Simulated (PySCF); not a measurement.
Isomers of C5H9NOSi, mass 127.045 u with the commonest isotopes. Computed with wB97X-D/def2-SVPD in PySCF (dipole) on a GFN2-xTB geometry, gas phase. One conformer each, none proved a minimum here; rigid rotors.

Task: Order these by rotational constant C, largest first.
A. `[CH3:1][Si@@H:2]1[CH2:3][CH2:4][C@@H:5]([C:6]#[N:7])[O:8]1` with C1–Si2–C3–C4 -102°, Si2–C3–C4–C5 -30°, C3–C4–C5–C6 -80°, C4–C5–O8–Si2 -32°
B. `[CH3:1][C:2](=[O:3])[SiH2:4][N:5]1[CH:6]=[CH:7][CH2:8]1` with C1–C2–Si4–N5 -170°, C2–Si4–N5–C6 -171°
C. `[CH2:1]=[C:2]1[CH2:3][NH:4][SiH2:5][C:6](=[O:7])[CH2:8]1` with C1–C2–C3–N4 139°, C2–C3–N4–Si5 -22°, C3–N4–Si5–C6 39°, N4–Si5–C6–O7 -179°

Result: C (1145 MHz), A (1110 MHz), B (856.7 MHz).

Task: Order these by rotational constant B, smallest first.
A. `[CH3:1][C:2](=[O:3])[SiH2:4][N:5]1[CH:6]=[CH:7][CH2:8]1` with C1–C2–Si4–N5 -170°, C2–Si4–N5–C6 -171°
B. `[CH2:1]=[C:2]1[CH2:3][NH:4][SiH2:5][C:6](=[O:7])[CH2:8]1` with C1–C2–C3–N4 139°, C2–C3–N4–Si5 -22°, C3–N4–Si5–C6 39°, N4–Si5–C6–O7 -179°
C. `[CH3:1][Si@@H:2]1[CH2:3][CH2:4][C@@H:5]([C:6]#[N:7])[O:8]1` with C1–Si2–C3–C4 -102°, Si2–C3–C4–C5 -30°, C3–C4–C5–C6 -80°, C4–C5–O8–Si2 -32°

Result: A (1031 MHz), C (1208 MHz), B (1800 MHz).

Task: Order these by radius of gyration √(Σ m r²/M), smallest first.
A. `[CH3:1][Si@@H:2]1[CH2:3][CH2:4][C@@H:5]([C:6]#[N:7])[O:8]1` with C1–Si2–C3–C4 -102°, Si2–C3–C4–C5 -30°, C3–C4–C5–C6 -80°, C4–C5–O8–Si2 -32°
B. `[CH3:1][C:2](=[O:3])[SiH2:4][N:5]1[CH:6]=[CH:7][CH2:8]1` with C1–C2–Si4–N5 -170°, C2–Si4–N5–C6 -171°
C. `[CH2:1]=[C:2]1[CH2:3][NH:4][SiH2:5][C:6](=[O:7])[CH2:8]1` with C1–C2–C3–N4 139°, C2–C3–N4–Si5 -22°, C3–N4–Si5–C6 39°, N4–Si5–C6–O7 -179°

Result: C (1.932 Å), A (2.002 Å), B (2.174 Å).

```
                  SMILES  point group  Ia (u·Å²)  Ib (u·Å²)  Ic (u·Å²)      κ  μa (D)  μb (D)  μc (D)
     C=C1CN[SiH2]C(=O)C1           C1     226.48     280.72     441.54   0.21    2.75    2.67    0.56
C[Si@@H]1CC[C@@H](C#N)O1           C1     144.92     418.21     455.09  -0.92    3.39    2.51    1.47
     CC(=O)[SiH2]N1C=CC1           C1     120.06     490.41     589.90  -0.90    0.83    1.98    0.67
```
